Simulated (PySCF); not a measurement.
## I+: ionisation energy

I+ [Kr] 4d10 5s2 5p4 (3P) → I(2+) [Kr] 4d10 5s2 5p3 (4S), as a difference of total energies. All numbers are calculated (PySCF 2.14, scalar relativity through the core potential, in aug-cc-pVTZ-PP with one added diffuse shell each of d, f type with ECP28MDF (6s5p5d3f, 67 functions)). Correlated levels: valence: 4s2 4p6 4d10 frozen. The calculations carry no spin-orbit coupling.

```csv
method,ionisation energy (eV),error (eV)
UHF,17.662,-1.088
LDA,19.012,+0.262
PBE,18.704,-0.046
PBE0,18.722,-0.028
r2SCAN,18.733,-0.017
TPSS,18.704,-0.046
PW91,18.783,+0.033
B97-3,18.682,-0.068
BP86,18.895,+0.145
MP2 (valence),18.284,-0.466
SCS-MP2 (valence),18.346,-0.404
```

Reference: 18.750 eV (measured; NIST levels, between the centres of gravity of the two terms).

Errors of the correlated levels include the incompleteness of this basis and the frozen core.
